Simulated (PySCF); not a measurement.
Electron correlation in Zr³⁵⁺ (zirconium, charge +35)

[He] 2s2 2p1, 2P determinant. Calculation: PySCF 2.14, in an even-tempered Gaussian basis (19 s from 12 bohr⁻², ratio 2.2; 12 p from 15 bohr⁻², ratio 2.2; 6 d from 61 bohr⁻², ratio 2.4; 5 f from 92 bohr⁻², ratio 2.4; 4 g from 140 bohr⁻², ratio 2.4); scalar relativity by spin-free X2C-1e. Frozen: nothing; 5 electrons correlated; the 14 highest virtual orbitals of each spin left out.

| level | correlation energy (mhartree) |
| --- | --- |
| CCSD | -307.78 |
| (T) | -0.64 |
| CCSD(T) | -308.42 |

Diagnostics: T1 = 0.00035, D1 = 0.0008, largest double amplitude 0.078.

Spin-orbit coupling, absent here, splits the open shell strongly.

Cost of the coupled-cluster step: 74 s of wall time on 2 threads of Neoverse-V2 (shared host), for 5 correlated electrons.

Iterations:

```
CC2 = 0
CCSD nocc = (np.int64(3), np.int64(2)), nmo = (142, 142)
frozen orbitals [[142, 143, 144, 145, 146, 147, 148, 149, 150, 151, 152, 153, 154, 155], [142, 143, 144, 145, 146, 147, 148, 149, 150, 151, 152, 153, 154, 155]]
max_cycle = 100
direct = 0
conv_tol = 1e-08
conv_tol_normt = 1e-06
diis_space = 8
diis_start_cycle = 0
Init t2, MP2 energy = -0.24092520459579
Init E_corr(UCCSD) = -0.24092520459579
cycle = 1  E_corr(UCCSD) = -0.283220673257222  dE = -0.0422954687  norm(t1,t2) = 0.0254073
cycle = 2  E_corr(UCCSD) = -0.298579979379321  dE = -0.0153593061  norm(t1,t2) = 0.0095969
cycle = 3  E_corr(UCCSD) = -0.307793397266422  dE = -0.00921341789  norm(t1,t2) = 0.00360966
cycle = 4  E_corr(UCCSD) = -0.307776105162199  dE = 1.72921042e-05  norm(t1,t2) = 5.42319e-06
cycle = 5  E_corr(UCCSD) = -0.307777399027265  dE = -1.29386507e-06  norm(t1,t2) = 4.77857e-07
cycle = 6  E_corr(UCCSD) = -0.307777380028944  dE = 1.89983219e-08  norm(t1,t2) = 1.67407e-08
cycle = 7  E_corr(UCCSD) = -0.30777737310338  dE = 6.92556362e-09  norm(t1,t2) = 9.35797e-09
UCCSD converged
E(UCCSD) = -2154.446642494222  E_corr = -0.3077773731033799
UCCSD(T) correction = -0.000643458546800272
```

At this charge the one-electron X2C treatment keeps the bare 1/r₁₂, with no two-electron picture change or Breit term. That inflates the 1s pair energies well beyond their four-component values; and a scalar Hamiltonian misses the large spin-orbit splitting of the p shells, which matters for ns² → np² pairs.
